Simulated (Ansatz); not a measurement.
`[BH2][GeH2][O][SiH2]F` at its PBE0-D4/def2-TZVP geometry, where that method's forces vanish. Total charge 0; spin multiplicity 1.

```csv
atom,x (Å),y (Å),z (Å)
B1,-0.902,-2.039,1.314
Ge2,-0.323,-0.093,1.030
O3,0.253,0.106,-0.651
Si4,0.801,1.258,-1.635
F5,1.014,0.614,-3.077
H6,-0.836,-2.840,0.434
H7,-1.312,-2.373,2.385
H8,-1.476,0.915,1.226
H9,0.844,0.327,1.950
H10,2.120,1.769,-1.189
H11,-0.184,2.356,-1.789
```

(1) For each bond, give half the difference of the two atoms' forces along it (eV/Å; positive pushes the atoms apart) under PBE-D4, r2SCAN-D4, B3LYP-D4, ωB97M-V in def2-TZVPP. (Best estimate.)

Answers

(1) The calculation gave: 
```tsv
bond	length (Å)	PBE-D4	r2SCAN-D4	B3LYP-D4	ωB97M-V
B1–Ge2	2.050	-0.19	-0.05	0.07	0.08
B1–H6	1.192	0.09	-0.01	-0.12	-0.13
B1–H7	1.194	0.08	-0.02	-0.12	-0.12
Ge2–O3	1.788	0.22	0.05	0.20	0.12
Ge2–H8	1.544	0.08	-0.03	-0.04	-0.11
Ge2–H9	1.544	0.09	-0.03	-0.03	-0.11
O3–Si4	1.611	0.23	0.05	0.03	0.09
Si4–F5	1.594	0.48	0.04	0.19	0.16
Si4–H10	1.483	-0.05	-0.04	-0.12	-0.17
Si4–H11	1.484	-0.05	-0.04	-0.12	-0.17
```

B3LYP here is the variant with VWN-RPA as its local correlation; programs differ in this.

All numbers were calculated with Ansatz.
